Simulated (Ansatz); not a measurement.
Ansatz results at the PBE0-D4/def2-TZVP geometry: LUMO energy (PBE0/def2-TZVPP) -0.90 eV; LUMO energy (ωB97M-V/def2-TZVPP) 0.90 eV; size of the dipole moment (ωB97M-V/def2-TZVPP) 1.82 D.

Each molecule was computed in one conformer, which needn't be the lowest.

(1) Which molecule gave them?
A. `NC#C[SiH2][SiH3]`
B. `O[SiH2][SnH2][SiH3]`
C. `C1=[CH][SnH2][O]1`
D. `C[SiH2][SiH]1C=N1`

Answers

(1) D. The others give `NC#C[SiH2][SiH3]`: -0.03, 1.84, 2.99; `C1=[CH][SnH2][O]1`: -1.27, 0.31, 2.13; `O[SiH2][SnH2][SiH3]`: -0.63, 0.98, 1.02.
